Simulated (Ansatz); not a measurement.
Wavefunction ladder for `C=N[SiH](O)[SiH3]`

Z-matrix (Å, degrees):
```
Si
N 1 1.733
Si 1 2.339 2 106.4
O 1 1.655 2 115.2 3 -118.8
H 1 1.489 2 105.3 3 120.4
C 2 1.258 1 127.2 3 113.6
H 3 1.488 1 109.8 2 -62.2
H 3 1.488 1 110.4 2 177.9
H 3 1.487 1 110.3 2 57.7
H 4 0.958 1 117.8 2 -88.5
H 6 1.100 2 124.0 1 1.9
H 6 1.096 2 120.3 1 -178.0
```

Total charge 0; spin multiplicity 1. All single points use the PBE0-D4/def2-TZVP geometry. It is one conformer, not always the lowest. Frozen core, restricted reference, Ansatz 0.2.0. CBS rows extrapolate triple and quadruple zeta; past MP2 they add the triple-zeta difference.

| basis | HF (Eh) | MP2 corr. | CCSD corr. | (T) | CCSD(T) total |
| --- | --- | --- | --- | --- | --- |
| def2-SVP | -748.83693 | ? | ? | -0.02142 | ? |
| def2-TZVPP | -749.25885 | -0.84517 | -0.89480 | -0.03590 | -750.18955 |
| def2-QZVPP | ? | -0.90801 | – | – | – |
| CBS(def2) | ? | -0.95457 | -1.00420 | as TZ | ? |

(1) Fill in the withheld values. (Estimate.)

Results:

(1) Computed: def2-SVP MP2 corr.: -0.67415; def2-SVP CCSD corr.: -0.73189; def2-SVP CCSD(T) total: -749.59024; def2-QZVPP HF (Eh): -749.28519; CBS(def2) HF (Eh): -749.28882; CBS(def2) CCSD(T) total: -750.32892.
